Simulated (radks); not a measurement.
Results of a calculation; reference values are marked as such.
Exchange energies: the exact (Fock) value of the Kohn-Sham orbitals and density-functional approximations, in hartree. Species: C2+ [He] 2s2; Sb4+ [Kr] 4d10 5s1; Cr [Ar] 3d5 4s1; Sr [Kr] 5s2. Code: a radial shooting solver on a logarithmic mesh with Libxc functionals. Model: non-relativistic Kohn-Sham, exchange-only PBE, spin-polarised, spherical densities, point nucleus. Every spin shell is full or empty, so the densities are truly spherical. Functionals are evaluated on that one density, not self-consistently.

functional	C2+	Sb4+	Cr	Sr
exact	-4.30142	-162.645	-47.5764	-101.839
LDA	-3.7496	-154.74	-44.526	-96.315
B88	-4.2955	-162.65	-47.748	-101.90
PBE	-4.2613	-161.91	-47.505	-101.42
PBEsol	-4.0752	-158.94	-46.297	-99.311
RPBE	-4.3287	-162.23	-47.689	-101.67
PW86	-4.3342	-162.28	-47.876	-101.85
AM05	-3.8663	-155.29	-44.852	-96.741
SOGGA	-4.0691	-158.92	-46.284	-99.296
B86b	-4.2984	-162.59	-47.771	-101.90
EV93	-4.5018	-162.15	-47.973	-101.77
TPSS	-4.3233	-162.14	-47.764	-101.70
revTPSS	-4.3144	-161.12	-47.413	-100.99
MS2	-4.3264	-161.66	-47.633	-101.38
Tao-Mo	-4.3304	-161.30	-47.528	-101.14
MVS	-4.2783	-162.75	-47.634	-101.87
